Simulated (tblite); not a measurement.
Isomers of C6H5F3O. Level: GFN2-xTB in tblite, geometry and Hessian alike; calculated harmonic values, unscaled, isolated species. The method is semi-empirical: single wavenumbers can be off by several per cent or more. One conformer each.

Electronic energies: GFN2-xTB at the same geometries; isomer energies are rough at this level and their order can be wrong.

```
                  SMILES  electronic energy, lowest = 0 (kJ/mol)
      FC(F)(F)OC1=CCC=C1                                    45.4
C=C1C[C@H](F)C(=C(F)F)O1                                   122.5
 O=C1C=CC[C@@H]1C(F)(F)F                                    54.7
        Cc1cocc1C(F)(F)F                                     0.0
    C=CC1(OC(F)(F)F)C=C1                                   283.1
      C=C1OC(C(F)F)=C1CF                                   241.3
      FC(F)=C(F)C1=COCC1                                   125.6
    C=C1OC(C)=C1C(F)(F)F                                   183.0
```

How do GFN2-xTB zero-point energies change the relative energies?

```tsv
SMILES	ZPE (kJ/mol)	of it from modes above 1550 cm⁻¹	electronic (kJ/mol)	with ZPE, lowest = 0 (kJ/mol)	lowest mode (cm⁻¹)	rings
Cc1cocc1C(F)(F)F	260.7	102.2	0.0	0.0	32	1
FC(F)(F)OC1=CCC=C1	258.6	111.6	45.4	43.3	45	1
O=C1C=CC[C@@H]1C(F)(F)F	260.2	111.5	54.7	54.2	44	1
C=C1C[C@H](F)C(=C(F)F)O1	259.0	112.5	122.5	120.8	44	1
FC(F)=C(F)C1=COCC1	261.0	110.1	125.6	125.9	59	1
C=C1OC(C)=C1C(F)(F)F	253.1	112.7	183.0	175.3	11	1
C=C1OC(C(F)F)=C1CF	254.1	110.7	241.3	234.7	9i	1
C=CC1(OC(F)(F)F)C=C1	248.9	115.4	283.1	271.3	31	1
```

The zero-point energies span 12.1 kJ/mol, from `C=CC1(OC(F)(F)F)C=C1` to `FC(F)=C(F)C1=COCC1`. Slightly imaginary modes are left out of the zero-point energy: `C=C1OC(C(F)F)=C1CF` 8.9i cm⁻¹. The order is unchanged.

What do entropy and thermal enthalpy add at 298.15 K and 1 bar (rigid rotor, harmonic oscillator, one conformer each)?

```json
{"SMILES": "Cc1cocc1C(F)(F)F", "point group": "Cs", "symmetry number": "1", "S (J/(mol K))": "400.4", "H − H(0) (kJ/mol)": "26.58", "ZPE + H − H(0) − TS (kJ/mol)": "167.9"}
{"SMILES": "FC(F)(F)OC1=CCC=C1", "point group": "Cs", "symmetry number": "1", "S (J/(mol K))": "390.7", "H − H(0) (kJ/mol)": "25.39", "ZPE + H − H(0) − TS (kJ/mol)": "167.5"}
{"SMILES": "O=C1C=CC[C@@H]1C(F)(F)F", "point group": "C1", "symmetry number": "1", "S (J/(mol K))": "393.4", "H − H(0) (kJ/mol)": "25.62", "ZPE + H − H(0) − TS (kJ/mol)": "168.6"}
{"SMILES": "C=C1C[C@H](F)C(=C(F)F)O1", "point group": "C1", "symmetry number": "1", "S (J/(mol K))": "401.5", "H − H(0) (kJ/mol)": "26.78", "ZPE + H − H(0) − TS (kJ/mol)": "166.1"}
{"SMILES": "FC(F)=C(F)C1=COCC1", "point group": "Cs", "symmetry number": "1", "S (J/(mol K))": "401.4", "H − H(0) (kJ/mol)": "26.92", "ZPE + H − H(0) − TS (kJ/mol)": "168.3"}
{"SMILES": "C=CC1(OC(F)(F)F)C=C1", "point group": "C1", "symmetry number": "1", "S (J/(mol K))": "414.1", "H − H(0) (kJ/mol)": "28.42", "ZPE + H − H(0) − TS (kJ/mol)": "153.9"}
```

Not tabulated: `C=C1OC(C)=C1C(F)(F)F` (lowest mode only 11 cm⁻¹); `C=C1OC(C(F)F)=C1CF` (lowest mode only 9i cm⁻¹).
